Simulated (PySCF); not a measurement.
PySCF input for MgBr2, SMILES [Br][Mg][Br], B3LYP-D3(BJ)/def2-TZVP. The structure is a stationary point at B3LYP-D3(BJ)/def2-TZVP.

```python
import numpy as np
from pyscf import gto, scf, dft, df
from pyscf.hessian import thermo

mol = gto.M(
    atom='''
    Mg    0.00000000    0.00000000    0.00000000
    Br    0.00000000    0.00000000   -2.32685331
    Br    0.00000000    0.00000000    2.32685331
    ''',
    basis='def2-TZVP',
    charge=0,
    spin=0,
    max_memory=1600,
    verbose=3,
)
mf = dft.RKS(mol, xc='b3lyp').density_fit(auxbasis='def2-universal-jkfit')
mf.disp = 'd3bj'
mf.grids.level = 3
mf.conv_tol = 1e-11
mf.max_cycle = 100
mf.kernel()

# [left out here: the lines that compute and print the analytic Hessian (its translational invariance restored by hand, since the grid's response is missing), thermochemistry and intensities]
```

Output:

```
converged SCF energy = -5348.62828584865

WARN: DFTD3 does not support analytical Hessian, using finite difference


WARN: Mole.unit (angstrom) is changed to Bohr

Mode                                 0                   1                   2
Irrep
Freq [cm^-1]                       92.1557             92.1557            193.8973
Reduced mass [au]                  26.7634             26.7634             79.9040
Force const [Dyne/A]                0.1339              0.1339              1.7700
Char temp [K]                     132.5915            132.5915            278.9750
Normal mode                   x     y     z       x     y     z       x     y     z
       0  Mg                 0.18 -0.06  0.00    0.06  0.18  0.00   -0.00  0.00  0.00
       1  Br                -0.03  0.01  0.00   -0.01 -0.03 -0.00    0.00 -0.00  0.08
       2  Br                -0.03  0.01 -0.00   -0.01 -0.03  0.00    0.00 -0.00 -0.08
Mode                                 3
Irrep
Freq [cm^-1]                      520.5323
Reduced mass [au]                  26.7634
Force const [Dyne/A]                4.2725
Char temp [K]                     748.9300
Normal mode                   x     y     z
       0  Mg                -0.00 -0.00  0.19
       1  Br                 0.00  0.00 -0.03
       2  Br                 0.00  0.00 -0.03
temperature 298.1500 [K]
pressure 101325.00 [Pa]
Rotational constants [GHz] inf 0.58409 0.58409
Symmetry number 2
Zero-point energy (ZPE) 0.00205 [Eh]   5375.664 [J/mol]
                           tot       elec      trans        rot        vib
Entropy [J/mol/K]       295.387      0.000    173.793     79.643     41.951
Cv [J/mol/K]             49.917      0.000     12.472      8.314     29.131
Cp [J/mol/K]             58.231      0.000     20.786      8.314     29.131
Internal energy [J/mol]                      3718.434   2478.956  11359.728
Internal energy [Eh]   -5348.62160  -5348.62829
Enthalpy [J/mol]                             6197.391   2478.956  11359.728
Enthalpy [Eh]          -5348.62065
Gibbs free energy [J/mol]                  -45618.855 -21266.617  -1147.957
Gibbs free energy [Eh] -5348.65420
mode   freq/cm-1   IR/(km/mol)
   1       92.16        33.887
   2       92.16        33.887
   3      193.90         0.000
   4      520.53       130.655
max |gradient| / (hartree/bohr): 4.5639666145110306e-05
APT charges: [ 1.1314 -0.5657 -0.5657]
```

Self-consistency was reached.
